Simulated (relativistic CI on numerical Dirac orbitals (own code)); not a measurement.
**Ions with 42 electrons, Sm20+ to Tl39+**

These numbers are calculated, not measured: Dirac-Coulomb-Breit CI, separate exchange-only KLI orbitals for each configuration, model QED (radiative potential, 1s self-energy scaled to tabulated hydrogen-like ionisation energies), unscaled Slater integrals (own radial code, finite nucleus).

Configurations in the expansion (outside the closed core [Ar] 3d10): 4s2 4p6 4d6, 4s2 4p6 4d5 5s, 4s2 4p5 4d7, 4s 4p6 4d7, 4s2 4p6 4d5 5p, 4s2 4p6 4d4 5s2, 4s2 4p6 4d3 5s2 5p. Double excitations out of closed p, d and f shells are left out; levels of such configurations are missing from the list, as are those of other unlisted configurations, and high levels can miss mixing partners.

Energies above each ion's lowest level, in cm⁻¹. Levels are followed by their leading LS label, which can pass from one level to another where the coupling changes.

```tsv
Ion	4s2 4p6 4d6 5D_4	4s2 4p6 4d6 3P_2	4s2 4p6 4d6 5D_3	4s2 4p6 4d6 5D_1	4s2 4p6 4d6 3G_5
Sm20+	0.0	17139.7	31164.1	40938.2	65006.5
Eu21+	0.0	17657.0	35332.7	45577.4	69559.0
Gd22+	0.0	18151.3	39913.7	50619.9	74503.8
Tb23+	0.0	18631.8	44927.7	56086.6	79865.5
Dy24+	0.0	19105.9	50394.7	61998.1	85667.2
Ho25+	0.0	19579.5	56333.8	68374.2	91931.1
Er26+	0.0	20056.9	62764.1	75234.4	98678.6
Tm27+	0.0	20541.1	69704.2	82598.1	105930.7
Yb28+	0.0	21034.1	77173.1	90485.0	113708.2
Lu29+	0.0	21537.1	85189.7	98914.6	122031.7
Hf30+	0.0	22050.8	93773.7	107907.1	130921.8
Ta31+	0.0	22575.4	102944.9	117483.0	140399.7
W32+	0.0	23110.7	112724.2	127663.4	150486.8
Re33+	0.0	23656.5	123132.6	138470.1	161205.0
Os34+	144242.9	24212.3	134192.2	149925.4	172576.8
Ir35+	155547.0	24777.6	145925.4	162052.2	184624.9
Pt36+	167568.8	25351.8	158355.7	174874.2	197373.1
Au37+	180331.0	25934.4	171507.1	188415.7	210845.3
Hg38+	193857.1	26524.8	185404.2	202701.9	225066.5
Tl39+	208171.2	27122.6	200072.5	217758.1	240061.9
```

The lowest level keeps the configuration 4s2 4p6 4d6 and J = 4 throughout.

Between Z = 78 and 81 the energy of 4s2 4p6 4d6 5D_4 follows a local power law Z^5.7. For orientation: electrostatic splittings inside a shell grow about linearly with the screened charge, excitations that change n as its square, and fine structure as its fourth power; written in Z itself the exponents are larger, since the screened charge grows faster in proportion.
